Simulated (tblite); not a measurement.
Species: C₈H₁₄OP (charge +1).
Cartesian coordinates in Å at the GFN2-xTB level; atoms count from 1:
```xyz
24
C8H14OP angstrom
C     -2.2244    1.6206   -1.1800
C     -2.1839    0.4680   -0.1820
P     -0.6950   -0.5629   -0.4188
C     -0.7354   -1.3605   -2.0447
C     -0.4982   -1.7513    0.9161
C      0.6475   -1.4815    1.5497
C      1.4147   -0.3475    1.0048
O      2.5485   -0.0702    1.6091
C      3.3365    1.0081    1.1326
C      0.8338    0.2631   -0.0671
H     -3.0824    2.2537   -0.9686
H     -1.3287    2.2335   -1.1052
H     -2.3188    1.2602   -2.2015
H     -3.0582   -0.1802   -0.2907
H     -2.1557    0.8404    0.8457
H      0.1173   -2.0332   -2.1314
H     -0.6746   -0.5986   -2.8216
H     -1.6627   -1.9230   -2.1532
H     -1.1968   -2.5317    1.1608
H      1.0380   -2.0176    2.3989
H      4.2116    1.0456    1.7771
H      3.6470    0.8364    0.0993
H      2.7877    1.9503    1.1999
H      1.2204    1.0979   -0.6197
```

Computed with GFN2-xTB (tblite): harmonic, unscaled wavenumbers at the GFN2-xTB geometry, gas phase. This tight-binding method is rough: wavenumbers can miss measured ones by several per cent, in bad cases by 10 to 20. One conformer, not necessarily the lowest.

Harmonic wavenumbers (cm⁻¹): 48.0, 76.4, 99.2, 137.2, 158.1, 172.8, 182.3, 196.3, 209.1, 249.3, 278.4, 318.9, 386.2, 429.4, 485.9, 582.9, 594.1, 657.6, 693.7, 733.0, 762.5, 784.9, 813.2, 841.8, 872.3, 894.6, 904.2, 912.9, 984.9, 1002.7, 1027.2, 1056.7, 1060.3, 1108.1, 1121.8, 1165.0, 1192.8, 1205.4, 1229.6, 1299.8, 1310.1, 1386.4, 1391.3, 1392.2, 1398.8, 1416.8, 1448.6, 1451.9, 1476.5, 1483.0, 1550.7, 1604.8, 2944.1, 2952.5, 2972.6, 2979.3, 2992.1, 2998.6, 3005.3, 3039.2, 3045.1, 3050.9, 3056.8, 3110.2, 3123.6, 3142.1.

A = 1890, B = 723.0, C = 639.1 MHz; mass 157.078 u (most abundant isotopes); point group C1, symmetry number 1.

**Question.** What is the zero-point energy?

**Answer.** Half the sum of the wavenumbers: 43327 cm⁻¹ = 518.30 kJ/mol.

**Question.** Entropy at 200 K, 1 bar (ideal gas, RRHO, classical rotation)?

**Answer.** Translation 163.62, rotation 121.75, vibration 103.70: S = 389.1 J/(mol K).

**Question.** And Cp and H(200 K) − H(0)?

**Answer.** Cp = 148.02 J/(mol K), of which vibrations give 114.76 (their classical limit is 66 R = 548.8); H(200 K) − H(0) = 18.33 kJ/mol without the zero-point energy, 11.67 from vibrations.

**Question.** How do the functions run with temperature in this model?

**Answer.** 
```json
{"T (K)": "150", "S (J/(mol K))": "350.3", "Cp (J/(mol K))": "122.7", "H − H(0) (kJ/mol)": "11.56", "G − H(0) (kJ/mol)": "-40.99", "ln q(vib)": "3.69"}
{"T (K)": "250", "S (J/(mol K))": "424.9", "Cp (J/(mol K))": "174.6", "H − H(0) (kJ/mol)": "26.38", "G − H(0) (kJ/mol)": "-79.85", "ln q(vib)": "7.20"}
{"T (K)": "298.15", "S (J/(mol K))": "457.9", "Cp (J/(mol K))": "200.9", "H − H(0) (kJ/mol)": "35.42", "G − H(0) (kJ/mol)": "-101.11", "ln q(vib)": "8.87"}
{"T (K)": "400", "S (J/(mol K))": "524.6", "Cp (J/(mol K))": "254.5", "H − H(0) (kJ/mol)": "58.66", "G − H(0) (kJ/mol)": "-151.17", "ln q(vib)": "12.36"}
{"T (K)": "600", "S (J/(mol K))": "644.4", "Cp (J/(mol K))": "336.7", "H − H(0) (kJ/mol)": "118.30", "G − H(0) (kJ/mol)": "-268.32", "ln q(vib)": "19.07"}
{"T (K)": "900", "S (J/(mol K))": "797.1", "Cp (J/(mol K))": "415.3", "H − H(0) (kJ/mol)": "232.08", "G − H(0) (kJ/mol)": "-485.28", "ln q(vib)": "28.51"}
```

q(vib) and H(0) count from the zero-point level.

**Question.** Which modes carry the vibrational entropy at 200 K?

**Answer.** 48.0 cm⁻¹: 17.20; 76.4 cm⁻¹: 13.39; 99.2 cm⁻¹: 11.29; 137.2 cm⁻¹: 8.75; 158.1 cm⁻¹: 7.68; 172.8 cm⁻¹: 7.02 J/(mol K); the other 60 give 38.36 together.

**Question.** Blend soft modes into free rotors: weight 1/[1 + (100 cm⁻¹/ν̃)⁴] for the oscillator and the rest for a rotor with moment μB/(μ + B), μ = h/(8π²ν), B = 10⁻⁴⁴ kg m². What vibrational entropy results?

**Answer.** 98.70 J/(mol K) in place of 103.70, which changes −T·S at 200 K by +1.00 kJ/mol.

**Question.** What must be added to the electronic energy to get the Gibbs energy at 200 K and 1 bar?

**Answer.** ZPE + [H(200 K) − H(0)] − T·S = 518.30 + 18.33 − 77.81 = 458.82 kJ/mol.

Hindered rotation and anharmonicity are outside this model. Other conformers, if any are populated, would add a mixing term that is left out. The structure is chiral; the term R ln 2 for an equal mix with its mirror image is left out.

Hardware: one thread of an Arm Neoverse V1, no GPU, shared host with 32 logical CPUs at a one-minute load of 13. Cost: 1.3 s. The figure is for the frequency step alone.
